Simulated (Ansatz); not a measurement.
Basis-set extrapolation for `F[SiH]([SiH3])P` (PBE0-D4/def2-TZVP geometry, frozen core, Ansatz 0.2.0). Multiplicity 1, RHF reference.

```tsv
	def2-TZVPP	def2-QZVPP
HF	-1021.675776	-1021.708631
MP2 correlation	-0.655726	-0.711620
CCSD(T) correlation	-0.739548	not run
```

Energies in hartree. Use E(X) = E(∞) + A·exp(−7.88·√X) for Hartree–Fock and E(X) = E(∞) + B·X^(−2.97) for correlation, with X = 3 and 4, and add CCSD(T) minus MP2 of the smaller set to the MP2 limit.

Question: What is the CCSD(T) energy at the basis-set limit?

Answer: HF limit: -1021.708631 + (-0.032855) × 0.13774 = -1021.71316. MP2 limit: -0.711620 + (-0.055894) × 0.74074 = -0.75302. Higher-order term: -0.739548 − (-0.655726) = -0.08382. Total: -1022.55000 hartree, 3.66 eV below CCSD(T)/def2-TZVPP.
